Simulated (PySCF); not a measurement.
PySCF job for ZnH, SMILES [ZnH+] (connectivity only; charge and spin as stated), charge +1, multiplicity 1, PBE0-D3(BJ)/def2-TZVPD. The structure is a stationary point at PBE0-D3(BJ)/def2-TZVPD. The spin state was assumed, not searched.

```python
import numpy as np
from pyscf import gto, scf, dft, df
from pyscf.hessian import thermo

mol = gto.M(
    atom='''
    Zn    0.00000000    0.00000000   -0.04947020
    H     0.00000000    0.00000000    1.48410587
    ''',
    basis='def2-TZVPD',
    charge=1,
    spin=0,
    max_memory=1600,
    verbose=3,
)
mf = dft.RKS(mol, xc='pbe0').density_fit(auxbasis='def2-universal-jkfit')
mf.disp = 'd3bj'
mf.grids.level = 3
mf.conv_tol = 1e-11
mf.max_cycle = 100
mf.kernel()

# [left out here: the lines that compute and print the analytic Hessian (its translational invariance restored by hand, since the grid's response is missing), thermochemistry and intensities]
```

Program output:

```
converged SCF energy = -1779.3961336228

WARN: DFTD3 does not support analytical Hessian, using finite difference


WARN: Mole.unit (angstrom) is changed to Bohr

Mode                                 0
Irrep
Freq [cm^-1]                     1906.8037
Reduced mass [au]                   1.0233
Force const [Dyne/A]                2.1921
Char temp [K]                    2743.4660
Normal mode                   x     y     z
       0  Zn                 0.00  0.00 -0.02
       1   H                 0.00  0.00  0.99
temperature 298.1500 [K]
pressure 101325.00 [Pa]
Rotational constants [GHz] inf 216.46650 216.46650
Symmetry number 1
Zero-point energy (ZPE) 0.00434 [Eh]   11405.219 [J/mol]
                           tot       elec      trans        rot        vib
Entropy [J/mol/K]       197.305      0.000    161.071     36.225      0.009
Cv [J/mol/K]             20.857      0.000     12.472      8.314      0.071
Cp [J/mol/K]             29.172      0.000     20.786      8.314      0.071
Internal energy [J/mol]                      3718.434   2478.956  11407.520
Internal energy [Eh]   -1779.38943  -1779.39613
Enthalpy [J/mol]                             6197.391   2478.956  11407.520
Enthalpy [Eh]          -1779.38848
Gibbs free energy [J/mol]                  -41825.928  -8321.540  11404.969
Gibbs free energy [Eh] -1779.41089
mode   freq/cm-1   IR/(km/mol)
   1     1906.80        90.851
max |gradient| / (hartree/bohr): 6.427344139071784e-06
APT charges: [ 1.02 -0.02]
```

The run converged.

Cost: about 8 core-seconds (a rough figure).
